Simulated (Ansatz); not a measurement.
diiodomethane (SMILES ICI) moved off its minimum; all values from Ansatz (a program for electronic structure), cores frozen in correlated methods. Elements past Kr take the def2 small-core potentials, without spin–orbit coupling.
(charge 0, multiplicity 1)
```xyz
5

I     -1.7067    -0.0548     0.0320
C     -0.0119    -1.1247    -0.0764
I      1.8430    -0.1265    -0.0388
H      0.0806    -1.7188     0.9263
H     -0.0534    -1.7676    -0.7820
```

Forces at HF/def2-TZVPP (eV/Å):

```tsv
atom	Fx	Fy	Fz
I1	-1.890	1.342	-0.065
C2	2.045	0.978	7.752
I3	0.416	0.399	-0.407
H4	-0.511	1.176	-2.362
H5	-0.060	-3.895	-4.917
```

Problem. Give the forces (eV/Å), the total energy and the dipole at CCSD(T)/def2-TZVPPD.

Solution. 
```tsv
atom	Fx	Fy	Fz
I1	-1.960	1.389	-0.033
C2	1.865	1.303	7.362
I3	0.592	0.479	-0.343
H4	-0.414	0.946	-1.911
H5	-0.083	-4.117	-5.075
```
Energy -632.8473 hartree, dipole 1.07 D.
